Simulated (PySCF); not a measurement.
Ligand exchange on a metal centre used in film growth or etching (Cd F-OH). All species are isolated molecules in the gas phase. One relaxed conformer stands for each flexible species; it need not be the lowest.

The HOMO–LUMO gap from two functionals at the same geometries (r2SCAN-D4/def2-SVP), both in PySCF: PBE-D3(BJ)/def2-TZVP and TPSSh-D3(BJ)/def2-TZVP. 

```tsv
species	TPSSh-D3(BJ)/def2-TZVP (eV)
0 of 2 F replaced by OH ([Cd(F)2])	6.23
1 of 2 F replaced by OH ([Cd(F)(OH)])	5.30
2 of 2 F replaced by OH ([Cd(OH)2])	5.31
```

Question: What does PBE-D3(BJ)/def2-TZVP give for each?

Answer: 
- 0 of 2 F replaced by OH ([Cd(F)2]): 4.82
- 1 of 2 F replaced by OH ([Cd(F)(OH)]): 4.03
- 2 of 2 F replaced by OH ([Cd(OH)2]): 4.08
Over these rows, drawn at random from the members with no instability flagged (it was tested for open shells, ions and some series alone), PBE minus TPSSh-D3(BJ): mean -1.30 eV, from -1.41 eV to -1.23 eV.
